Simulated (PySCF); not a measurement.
Work out the structure from these simulated measurements.

Formula: C4H2ClFN2.

* Rotational structure: rotational constants A, B, C: 2.994, 1.654, 1.065 GHz [GFN2-xTB]
* UV, first state: lowest singlet excitation: 4.54 eV (273 nm, f = 0.004) [TDDFT PBE0/def2-SVPD]
* Triplet: lowest triplet excitation (Tamm–Dancoff): 3.78 eV [TDA PBE0/def2-SVPD]
* NMR, other nuclei: isotropic shieldings of nuclei other than C and H, by class: -120 (1 N), -71 (1 N), 249 (1 F), 684 (1 Cl) ppm [GIAO PBE0/pcSseg-1]
* 1H NMR: chemical shifts (computed TMS as zero) by class: 8.52 (1 H), 8.34 (1 H) ppm [GIAO PBE0/pcSseg-1]
* 13C NMR: chemical shifts (computed TMS as zero) by class: 166.5 (1 C), 147.6 (1 C), 146.5 (1 C), 145.8 (1 C) ppm [GIAO PBE0/pcSseg-1]
* UV, strongest line: among the 6 lowest singlet transitions: S5 at 6.14 eV (202 nm, f = 0.144) [TDDFT PBE0/def2-SVPD]
* Polarisability: 73.3 au [PBE0/def2-SVPD]

Gas-phase values; electronic properties from PySCF, density fitting. Levels stand in brackets. NMR shifts are as computed; neighbouring signals can stand in another order in a measured spectrum. Geometry: GFN2-xTB; no solvent, vibrations or thermal averaging. NMR values are class means; diastereotopic atoms form classes of their own.

Question: What is the compound? Reason from the data.

Answer: Numbering: `[F:1][c:2]1[n:3][cH:4][cH:5][n:6][c:7]1[Cl:8]`. Its formula, C4H2ClFN2, gives 4 degrees of unsaturation: 1 ring and 3 π bonds in the structure found (Kekulé form). 4 carbons fall into 4 classes; from least to most shielded: aromatic C–F carbon [C2] (166.5 ppm), aromatic C–Cl carbon [C7] (147.6 ppm), aromatic CH next to a ring nitrogen [C5] (146.5 ppm), aromatic CH next to a ring nitrogen [C4] (145.8 ppm). Hydrogen classes from least to most shielded: 1 H on an aromatic CH next to a ring nitrogen, C5 (8.52 ppm), 1 H on an aromatic CH next to a ring nitrogen, C4 (8.34 ppm). The other shieldings belong to: -120 ppm, pyridine-type nitrogen [N6]; -71 ppm, pyridine-type nitrogen [N3]; 249 ppm, aryl fluorine [F1]; 684 ppm, aryl chlorine [Cl8]. S1 is mainly HOMO−1→LUMO (weight 0.99); the largest Löwdin shares of the orbital it empties are 0.30 on a pyridine-type nitrogen, 0.23 on a pyridine-type nitrogen and 0.09 on each of 2 atoms of one kind (aromatic CH next to a ring nitrogen), of the orbital it fills 0.25 on a pyridine-type nitrogen, 0.23 on a pyridine-type nitrogen, 0.15 on the aromatic C–Cl carbon and 0.13 on an aromatic CH next to a ring nitrogen. The optimised geometry has point group Cs and is an asymmetric top. Structure: `FC1=NC=CN=C1Cl`. The assignments are read from this structure; whether some other isomer fits the data as well wasn't checked.
